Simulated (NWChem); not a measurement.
System: C$_{3}$H$_{5}$Cl; SMILES C/C=C\Cl

The following NWChem deck was run.

```
start job
memory heap 200 mb stack 900 mb global 1100 mb
geometry units angstroms
  C     -1.468650    -0.142723    -1.357258
  C     -0.046723    -0.579144    -1.288949
  C      0.782378    -0.385606    -0.277826
  Cl     0.343572     0.430221     1.177869
  H     -1.761854     0.373273    -0.447767
  H     -2.116474    -1.006747    -1.501038
  H     -1.612841     0.523668    -2.206951
  H      0.334221    -1.103825    -2.154659
  H      1.806685    -0.722130    -0.276568
end
basis spherical
  * library def2-svp
end
dft
  xc xpbe96 cpbe96
  disp vdw 4
  iterations 150
end
driver
  maxiter 120
end
task dft optimize
task dft freq
```

The level has its own optimisation; frequencies are unscaled. Brackets give each atom's bonded neighbours.

### Question
What results follow from this input? (PBE-D3(BJ)/def2-SVP.) Quantities: r C–C [C(CCH)–C(CHHH)] (Å); r C–C [C(CCH)–C(CClH)] (Å); r C–H [C(CCH)–H(C)] (Å); r C–Cl (Å); highest harmonic frequency (cm⁻¹); lowest (cm⁻¹); zero-point energy (kcal/mol); dipole (D).

### Answer
```
Property                           Value
---------------------------------  -----
r C–C [C(CCH)–C(CHHH)] (Å)         1.495
r C–C [C(CCH)–C(CClH)] (Å)         1.346
r C–H [C(CCH)–H(C)] (Å)            1.104
r C–Cl (Å)                         1.744
highest harmonic frequency (cm⁻¹)   3147
lowest (cm⁻¹)                        129
zero-point energy (kcal/mol)        43.2
dipole (D)                          1.39
```
